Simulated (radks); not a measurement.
Results of a calculation; reference values are marked as such.
Q: Species: Ni2+. Configuration: [Ar] 3d8. Level of theory: non-relativistic Kohn-Sham, TPSS, spin-polarised, spherical densities, point nucleus; open shells are filled with parallel spins first; meta-GGA in the generalised Kohn-Sham scheme (a radial shooting solver on a logarithmic mesh with Libxc functionals). Some entries of the table are withheld. Estimate them.

| orbital | occ. | eigenvalue (eV) | <r^2> (bohr^2) | <r> (bohr) |
|---|---|---|---|---|
| 1s down | 1 | -8157.226 | 0.004025 | 0.05480 |
| 1s up | 1 | -8157.223 | 0.004025 | 0.05480 |
| 2s up | 1 | -985.4924 | 0.07253 | 0.2480 |
| 2s down | 1 | -984.4697 | 0.07243 | 0.2479 |
| 2p up | 3 | -861.2469 | (1) | 0.2167 |
| 2p down | 3 | -860.4260 | (2) | 0.2165 |
| 3s up | 1 | -129.7568 | (3) | 0.7496 |
| 3s down | 1 | -127.3907 | (4) | 0.7510 |
| 3p up | 3 | -91.8027 | 0.7217 | 0.7824 |
| 3p down | 3 | -89.4592 | 0.7268 | 0.7849 |
| 3d up | 5 | -29.3473 | 1.183 | (5) |
| 3d down | 3 | -27.1874 | 1.248 | (6) |

A: 
(1) 2p up <r^2> (bohr^2): 0.05755
(2) 2p down <r^2> (bohr^2): 0.05745
(3) 3s up <r^2> (bohr^2): 0.6486
(4) 3s down <r^2> (bohr^2): 0.6513
(5) 3d up <r> (bohr): 0.9538
(6) 3d down <r> (bohr): 0.9756
